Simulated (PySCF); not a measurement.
# Ionisation energy of Ne⁺ by level of theory

Ne⁺ [He] 2s2 2p5 (2P) → Ne²⁺ [He] 2s2 2p4 (3P), as a difference of total energies. All numbers are calculated (PySCF 2.14, the spin-free X2C one-electron Hamiltonian (Gaussian nucleus), in ANO-RCC-VTZP (4s3p2d1f, 30 functions)). Correlated levels: valence: 1s2 frozen; valence and next inner shell: nothing frozen. The calculations carry no spin-orbit coupling.

```json
{"method": "UHF", "ionisation energy (eV)": "39.249", "error (eV)": "-1.714"}
{"method": "LDA", "ionisation energy (eV)": "41.440", "error (eV)": "+0.477"}
{"method": "PBE", "ionisation energy (eV)": "41.135", "error (eV)": "+0.172"}
{"method": "PBE0", "ionisation energy (eV)": "40.993", "error (eV)": "+0.030"}
{"method": "r2SCAN", "ionisation energy (eV)": "41.128", "error (eV)": "+0.165"}
{"method": "TPSSh", "ionisation energy (eV)": "40.895", "error (eV)": "-0.068"}
{"method": "wB97M-V", "ionisation energy (eV)": "40.891", "error (eV)": "-0.072"}
{"method": "HSE06", "ionisation energy (eV)": "41.013", "error (eV)": "+0.050"}
{"method": "wB97X-V", "ionisation energy (eV)": "41.001", "error (eV)": "+0.038"}
{"method": "ROHF", "ionisation energy (eV)": "39.301", "error (eV)": "-1.662"}
{"method": "MP2 (valence)", "ionisation energy (eV)": "40.736", "error (eV)": "-0.227"}
{"method": "SCS-MP2 (valence)", "ionisation energy (eV)": "40.724", "error (eV)": "-0.239"}
{"method": "MP2 (valence and next inner shell)", "ionisation energy (eV)": "40.750", "error (eV)": "-0.213"}
{"method": "SCS-MP2 (valence and next inner shell)", "ionisation energy (eV)": "40.731", "error (eV)": "-0.232"}
```

Reference: 40.963 eV (measured; NIST Atomic Spectra Database, ionization energies).

Errors of the correlated levels include the incompleteness of this basis and the frozen core.
